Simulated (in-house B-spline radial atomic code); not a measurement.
Radial electron density of Tl35+, [Kr] 4d10. All numbers are computed (scalar-relativistic (X2C) CAM-B3LYP, spin-polarised, spherical fractional occupations, exact exchange averaged over the configuration; Fermi nucleus of rms radius 5.4759 fm) with a radial B-spline atomic code at the basis-set limit, not measured.

One-electron X2C: radii and densities carry no picture-change correction, so inner-shell <1/r> comes out high (for 1s by about 2 % at Z = 33, 5 % at 54, 10 % at 75, 30 % at 118) and <r> low.

Columns: r (bohr), 4πr²n(r) (electrons per bohr), bar.

```
0.000247    3.132 #
0.000297    4.027 #
0.000356    5.137 #
0.000428    6.558 ##
0.000514    8.335 ##
0.000617    10.55 ###
0.000741    13.32 ####
 0.00089    16.75 #####
 0.00107    20.99 ######
 0.00128       26 #######
 0.00154    32.21 #########
 0.00185    39.53 ###########
 0.00223    48.21 ##############
 0.00267    57.73 #################
 0.00321    68.47 ####################
 0.00386    79.87 #######################
 0.00463    91.16 ##########################
 0.00556    101.7 #############################
 0.00668    110.5 ################################
 0.00802    116.2 #################################
 0.00964      118 ##################################
  0.0116    115.6 #################################
  0.0139      110 ###############################
  0.0167    103.4 ##############################
  0.0201    99.44 ############################
  0.0241    102.1 #############################
  0.0289      113 ################################
  0.0347    130.3 #####################################
  0.0417      147 ##########################################
  0.0501    153.9 ############################################
  0.0602    146.6 ##########################################
  0.0723    130.9 #####################################
  0.0868    120.8 ###################################
   0.104      126 ####################################
   0.125    138.5 ########################################
    0.15    136.4 #######################################
   0.181    107.7 ###############################
   0.217    72.55 #####################
   0.261    57.71 ################
   0.313    64.27 ##################
   0.376    66.14 ###################
   0.452    48.33 ##############
   0.542    23.58 #######
   0.651     7.26 ##
   0.782    1.339 
    0.94   0.1369 
    1.13 0.007098 
    1.36 0.0001516
```

On this grid the curve has 4 maxima, near 0.00964, 0.0501, 0.125, 0.376 bohr.

The 4d up radial function P(r) = rR(r), positive near the nucleus:

```tsv
r (bohr)	P
0.00463	0.002282
0.00668	0.005935
0.00964	0.01526
0.0139	0.03821
0.0201	0.09259
0.0289	0.2081
0.0417	0.429
0.0602	0.767
0.0868	1.094
0.125	1.041
0.181	0.1807
0.261	-1.188
0.376	-1.833
0.542	-1.169
0.782	-0.3029
1.13	-0.02404
```
